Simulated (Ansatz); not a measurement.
Consider the redistribution: `[OH][GeH]([OH])[Cl]` + `C#C[SiH2][AlH2]` → `[OH][GeH2][OH]` + `C#C[SiH2][AlH][Cl]`.

Isolated molecules relaxed with PBE0-D4/def2-TZVP in Ansatz; ΔE leaves out vibrations. CBS: MP2 limit from def2 TZ/QZ plus the TZ coupled-cluster correction, frozen cores. Functionals use def2-TZVPP. For Ge outer-core shells are correlated without core-valence functions, which leaves a few kJ/mol of doubt a bond. Scalar relativity is left out up to krypton. Each species was taken in one conformer, which may not be the lowest.

| level | ΔE (kJ/mol) |
| --- | --- |
| B2PLYP | -82.1 |
| PBE | -78.5 |
| r2SCAN0 | -80.6 |
| CCSD(T)/def2-SVP | -82.1 |

Question: What does CCSD(T)/CBS give? (Estimate.)

Answer: Computed: -83.7 kJ/mol. The listed levels differ from it by 1.6, 5.2, 3.1, 1.6 kJ/mol.

Largest T1 diagnostic among the species: 0.013.

Leaving LDA and LC-ωPBE aside and taking each functional with its dispersion term where it has one, the values, not all of them listed here, spread over 8.6 kJ/mol, from B2PLYP to B97M-V.
